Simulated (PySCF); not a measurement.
PySCF input (M06-2X/def2-TZVPD):

```python
from pyscf import gto, scf, dft

mol = gto.M(
    atom='''
    C    -1.57917464    0.14857349   -0.08929637
    C    -0.27344075   -0.45258751   -0.46410507
    N     0.85890302   -0.02120900    0.10449428
    C     1.84024213    0.38058842    0.62392539
    H    -1.59476944    1.22313460   -0.30006660
    H    -1.77426594    0.03353029    0.98205094
    H    -2.38906761   -0.32425806   -0.64181266
    H    -0.17997858   -1.24339010   -1.19477523
    ''',
    basis='def2-tzvpd',
    charge=0,
    spin=1,
    verbose=4,
)

mf = dft.UKS(mol, xc='m062x').density_fit(auxbasis='def2-universal-jkfit')
mf.grids.level = 4
mf.conv_tol = 1e-9
mf.max_cycle = 100
mf.max_memory = 1500
mf.kernel()
if not mf.converged:
    mf = mf.newton()
    mf.kernel(mf.make_rdm1())
for _ in range(2):
    mo, _, stable, _ = mf.stability(return_status=True)
    if stable:
        break
    mf.kernel(mf.make_rdm1(mo, mf.mo_occ))
mf.analyze()
```

End of the output:

```
Extra cycle  E= -171.365285080398  delta_E= -1.85e-11  |g|= 1.77e-06  |ddm|= 9.92e-06
converged SCF energy = -171.365285080398  <S^2> = 0.76218174  2S+1 = 2.0121449
uhf_internal: lowest eigs of H = [0.3243955  0.34228457 0.34603889]
<class 'pyscf.df.df_jk.DFUKS'> wavefunction is stable in the internal stability analysis
**** SCF Summaries ****
Total Energy =                        -171.365285080397541
Nuclear Repulsion Energy =              98.325727644529863
One-electron Energy =                 -423.875573985770075
Two-electron Energy =                  154.184561260842656
Two-electron Coulomb Energy =          178.698439673138722
DFT Exchange-Correlation Energy =      -24.513878412296080
HOMO-LUMO gap [eV] =                     5.731706596408906
**** MO energy ****
                             alpha | beta                alpha | beta
MO #1   energy= -14.7969842462293  | -14.7989946629741  occ= 1 | 1
MO #2   energy= -10.6191563555053  | -10.6128042477886  occ= 1 | 1
MO #3   energy= -10.5837862445528  | -10.5819412848664  occ= 1 | 1
MO #4   energy= -10.560356092456   | -10.560928084808   occ= 1 | 1
MO #5   energy= -1.08782267539977  | -1.08152885038138  occ= 1 | 1
MO #6   energy= -0.905601065716404 | -0.886890215702017 occ= 1 | 1
MO #7   energy= -0.793708941709205 | -0.784623683931486 occ= 1 | 1
MO #8   energy= -0.631324469686632 | -0.616267331880969 occ= 1 | 1
MO #9   energy= -0.546461805474244 | -0.538304391287654 occ= 1 | 1
MO #10  energy= -0.53445776428124  | -0.509220137887591 occ= 1 | 1
MO #11  energy= -0.480291845465642 | -0.478003220909979 occ= 1 | 1
MO #12  energy= -0.467287129843264 | -0.454148747217788 occ= 1 | 1
MO #13  energy= -0.411494954185932 | -0.409266934805949 occ= 1 | 1
MO #14  energy= -0.38552721339965  | -0.372856073733459 occ= 1 | 1
MO #15  energy= -0.268825993944851 | -0.0581896598677787 occ= 1 | 0
MO #16  energy= 0.0123625911586654 | 0.0082034967796355 occ= 0 | 0
MO #17  energy= 0.0331666874347482 | 0.0329176520814037 occ= 0 | 0
MO #18  energy= 0.0508560314547119 | 0.0509663964757268 occ= 0 | 0
MO #19  energy= 0.069157355158682  | 0.0700672673975686 occ= 0 | 0
MO #20  energy= 0.076819829435865  | 0.0847398271421037 occ= 0 | 0
MO #21  energy= 0.0924502906647659 | 0.0887915876139962 occ= 0 | 0
MO #22  energy= 0.0961959907610709 | 0.0907077401534361 occ= 0 | 0
MO #23  energy= 0.112891526472104  | 0.107849886414677  occ= 0 | 0
MO #24  energy= 0.122202650205318  | 0.119982975099662  occ= 0 | 0
MO #25  energy= 0.127477332968787  | 0.125155945500687  occ= 0 | 0
MO #26  energy= 0.134543329989107  | 0.134002889509072  occ= 0 | 0
MO #27  energy= 0.176264921281294  | 0.173460702708279  occ= 0 | 0
MO #28  energy= 0.179346650678879  | 0.17688196727493   occ= 0 | 0
MO #29  energy= 0.200229242199643  | 0.199155942283713  occ= 0 | 0
MO #30  energy= 0.201587486973002  | 0.199274390694675  occ= 0 | 0
MO #31  energy= 0.217918972505237  | 0.212317144613835  occ= 0 | 0
MO #32  energy= 0.228010050995089  | 0.228718584371146  occ= 0 | 0
MO #33  energy= 0.235887376498425  | 0.229247787853511  occ= 0 | 0
MO #34  energy= 0.243262541123912  | 0.234488352498268  occ= 0 | 0
MO #35  energy= 0.250592069694496  | 0.251791564344197  occ= 0 | 0
MO #36  energy= 0.270128484018501  | 0.268856778350148  occ= 0 | 0
MO #37  energy= 0.276562838520382  | 0.27070760479756   occ= 0 | 0
MO #38  energy= 0.282158298308231  | 0.284668712115018  occ= 0 | 0
MO #39  energy= 0.294672185629675  | 0.293858398940252  occ= 0 | 0
MO #40  energy= 0.296451836325252  | 0.295933752965796  occ= 0 | 0
MO #41  energy= 0.301731596157377  | 0.307042671441094  occ= 0 | 0
MO #42  energy= 0.312375120023186  | 0.307858862604042  occ= 0 | 0
MO #43  energy= 0.322181238186811  | 0.316952069933387  occ= 0 | 0
MO #44  energy= 0.327700683912902  | 0.324820976984485  occ= 0 | 0
MO #45  energy= 0.344643403503199  | 0.341706395320857  occ= 0 | 0
MO #46  energy= 0.348804756113332  | 0.351204960385193  occ= 0 | 0
MO #47  energy= 0.365289756484112  | 0.363572349013882  occ= 0 | 0
MO #48  energy= 0.374345531304054  | 0.364408691863284  occ= 0 | 0
MO #49  energy= 0.381971534082779  | 0.371048306214789  occ= 0 | 0
MO #50  energy= 0.388636356216515  | 0.379737263826552  occ= 0 | 0
MO #51  energy= 0.395855054268335  | 0.386553561868168  occ= 0 | 0
MO #52  energy= 0.4061599779586    | 0.400815214160717  occ= 0 | 0
MO #53  energy= 0.408666634068595  | 0.407046807669814  occ= 0 | 0
MO #54  energy= 0.418113802516102  | 0.414130312118624  occ= 0 | 0
MO #55  energy= 0.436811648408628  | 0.428853855355463  occ= 0 | 0
MO #56  energy= 0.456276186414247  | 0.449668616318725  occ= 0 | 0
MO #57  energy= 0.471677100660787  | 0.468307878145416  occ= 0 | 0
MO #58  energy= 0.481792918370788  | 0.47440440301791   occ= 0 | 0
MO #59  energy= 0.504600298362613  | 0.491065022109682  occ= 0 | 0
MO #60  energy= 0.512043384681182  | 0.506948595264894  occ= 0 | 0
MO #61  energy= 0.520805756768625  | 0.512250238757759  occ= 0 | 0
MO #62  energy= 0.530375617231245  | 0.518778977851991  occ= 0 | 0
MO #63  energy= 0.540427483772937  | 0.534862950754879  occ= 0 | 0
MO #64  energy= 0.581756653867459  | 0.57769722864191   occ= 0 | 0
MO #65  energy= 0.595242856029401  | 0.590282622688328  occ= 0 | 0
MO #66  energy= 0.640645577204248  | 0.635899193995151  occ= 0 | 0
MO #67  energy= 0.647373180009537  | 0.644859532808601  occ= 0 | 0
MO #68  energy= 0.691383240454349  | 0.687586436475591  occ= 0 | 0
MO #69  energy= 0.715004123334073  | 0.705425696429398  occ= 0 | 0
MO #70  energy= 0.716831133046754  | 0.711730515877799  occ= 0 | 0
MO #71  energy= 0.725580435014973  | 0.716682494294282  occ= 0 | 0
MO #72  energy= 0.753884363034239  | 0.750747059166796  occ= 0 | 0
MO #73  energy= 0.76572879001549   | 0.764262240000998  occ= 0 | 0
MO #74  energy= 0.778552848189129  | 0.784007192837664  occ= 0 | 0
MO #75  energy= 0.802281228640392  | 0.800922196028007  occ= 0 | 0
MO #76  energy= 0.828924637676652  | 0.826558599512015  occ= 0 | 0
MO #77  energy= 0.860978106303751  | 0.85891644373423   occ= 0 | 0
MO #78  energy= 0.884627783627257  | 0.886406834876065  occ= 0 | 0
MO #79  energy= 0.892193826966783  | 0.888657928349234  occ= 0 | 0
MO #80  energy= 0.931699954340088  | 0.925339769705927  occ= 0 | 0
MO #81  energy= 0.948698524112675  | 0.948198288416613  occ= 0 | 0
MO #82  energy= 1.00524743957252   | 1.0048197875464    occ= 0 | 0
MO #83  energy= 1.02221137875414   | 1.02336886413138   occ= 0 | 0
MO #84  energy= 1.02806723468561   | 1.02641534257765   occ= 0 | 0
MO #85  energy= 1.06931769001855   | 1.07063800724965   occ= 0 | 0
MO #86  energy= 1.09379032685619   | 1.09614644373198   occ= 0 | 0
MO #87  energy= 1.09537363701141   | 1.0972941599767    occ= 0 | 0
MO #88  energy= 1.10982111564001   | 1.1100912200148    occ= 0 | 0
MO #89  energy= 1.15057562813008   | 1.15107310355785   occ= 0 | 0
MO #90  energy= 1.19114627850653   | 1.19247078530096   occ= 0 | 0
MO #91  energy= 1.2622220428392    | 1.26401164331476   occ= 0 | 0
MO #92  energy= 1.31317979661138   | 1.31359893337955   occ= 0 | 0
MO #93  energy= 1.36852386049208   | 1.37011545493862   occ= 0 | 0
MO #94  energy= 1.40111359012835   | 1.39988386440812   occ= 0 | 0
MO #95  energy= 1.41493021130472   | 1.42025879798066   occ= 0 | 0
MO #96  energy= 1.44759171821593   | 1.44762923917125   occ= 0 | 0
MO #97  energy= 1.48717318314592   | 1.48735884284017   occ= 0 | 0
MO #98  energy= 1.64234419117572   | 1.64243787117332   occ= 0 | 0
MO #99  energy= 1.66563394308643   | 1.66548847111795   occ= 0 | 0
MO #100 energy= 1.68147340932292   | 1.70483845676527   occ= 0 | 0
MO #101 energy= 1.70065682704736   | 1.7341261721156    occ= 0 | 0
MO #102 energy= 1.76876853785928   | 1.77571356290549   occ= 0 | 0
MO #103 energy= 1.78115554125808   | 1.7863467654401    occ= 0 | 0
MO #104 energy= 1.78202929535677   | 1.7950920518873    occ= 0 | 0
[...]
```

It need not be the lowest isomer of its formula.
